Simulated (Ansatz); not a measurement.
```yaml
crystal:
  periodic: [false, false, false]
  atoms:
    - {symbol: Zr, position_ang: [-0.658749, 0.749854, -1.030551]}
    - {symbol: Zr, position_ang: [0.299716, -1.309811, 0.502825]}
    - {symbol: P, position_ang: [1.672244, 0.245618, -0.715217]}
    - {symbol: P, position_ang: [-1.313211, 0.314338, 1.242954]}
basis:
  gaussian: {orbitals: def2-mTZVPP}
total_charge: 1
magnetization: {spin_polarized: true, initial_magnetization: 1}
hamiltonian: {xc: {name: r2SCANh}, dispersion: d3bjatm}
scf: {lower_state_search: light}
```

```sh
$ ansatz run in.yaml --threads 4 --pin off --events-out ev --progress --plain --max-ram 3916MiB
```

Shortened log:

```
Functional definition: r2SCANh
1284 factors; integrals over basis functions are off by at most 2.2e-4 eV
mean field evaluation 1: about -21119.8862 eV, gradient 4.2e1 eV
mean field evaluation 2: about -21078.2475 eV, gradient 8.2e1 eV
mean field evaluation 4: about -21130.3023 eV, gradient 7.0e0 eV
mean field evaluation 8: about -21130.6396 eV, gradient 2.7e-1 eV
mean field evaluation 16: about -21130.6439 eV, gradient 9.3e-3 eV
mean field evaluation 32: about -21129.7463 eV, gradient 2.5e0 eV
mean field evaluation 64: about -21130.0710 eV, gradient 3.7e0 eV
mean field -21130.64392007 eV, -776.5368411978 hartree, gradient 1.7e-5 eV, S^2 0.759443; 10 other end points of the search recorded, 0 dependent functions left out
reference -21130.64393965 eV, -776.5368419174 hartree; 27, 26 occupied and 93, 94 virtual orbitals, 1284 factors
Total energy: -21130.71022615 eV, -776.5392779011 hartree
```

Run time 35 s (4 threads of Arm Neoverse V2 on a shared host).

In the def2 sets Zr takes a core potential; there is no spin–orbit coupling.
